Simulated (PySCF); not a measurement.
A GIAO shielding run with PySCF 2.14.0 with density-fitted response routines (density fitting, non-relativistic, gas phase) on `C=C[Si@@H](O)N(C)CC[SiH3]`, C5H15NOSi2:

```
$ OMP_NUM_THREADS=1 python probes_run.py task.json out

{"job": {"kind": "nmr", "xc": "PBE0", "basis": "pcSseg-1"}, "charge": 0, "multiplicity": 1}
C      2.201145     1.749104    -1.129680
C      2.358384     0.653420    -0.406486
Si     1.511182    -0.993749    -0.750524
O      2.494296    -2.271403    -0.505999
N      0.194291    -1.083789     0.363089
C     -0.494155    -2.338902     0.554728
C     -0.619303     0.078985     0.637055
C     -1.649789     0.391676    -0.449031
Si    -2.532279     2.046649    -0.167715
H      1.549689     1.768204    -1.988366
H      2.707125     2.677241    -0.907440
H      3.034235     0.700493     0.441041
H      1.219489    -1.190035    -2.171339
H      2.889937    -2.417679     0.349274
H      0.207140    -3.155725     0.405505
H     -1.324278    -2.474239    -0.146855
H     -0.890819    -2.390671     1.572656
H     -1.130009    -0.071487     1.595586
H      0.056214     0.930750     0.743212
H     -2.378641    -0.419016    -0.501303
H     -1.131199     0.407457    -1.409612
H     -3.291326     1.999563     1.085414
H     -1.540550     3.121607    -0.094272
H     -3.452514     2.301309    -1.277916
```

Hardware: 1 thread of an Arm Neoverse N1, shared host. The job also computes population analyses, field gradients.

(1) How large is the calculation?

(2) How long does it take, and how much memory does it need?

Answers

(1) 88 electrons, 242 basis functions and 1296 auxiliary functions.

(2) 110 s of wall time, with 14 SCF cycles and 5 response iterations; peak memory 1.1 GiB. Times on a shared host scatter by some tens of per cent.
